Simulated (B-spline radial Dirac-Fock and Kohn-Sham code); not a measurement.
Z = 43 (technetium), transition energy 657 keV. These are calculated numbers from a B-spline atomic structure program; the model is a Dirac-Hartree-Slater potential of the neutral atom with a Latter tail (no hole, which puts coefficients of high multipoles low close above an edge), finite nucleus with surface currents. Subshells that would emit electrons below 1 keV are left out.

Question: A pure transition shows α(K) = 0.000744, L1/L2 = 48.8 and L1/L3 = 30.2. What is its multipolarity?
A. M4
B. E2
C. M2
D. E4
E. M3
F. E3
G. M1
H. E1

Answer: H. For comparison, α(K), L1/L2, L1/L3 are E2 0.00205, 16.8, 20.2; E3 0.00505, 6.87, 12.7; E4 0.0120, 3.56, 8.14; M1 0.00198, 38.7, 97.0; M2 0.00560, 22.9, 71.8; M3 0.0141, 15.1, 29.7; M4 0.0343, 10.7, 14.0.
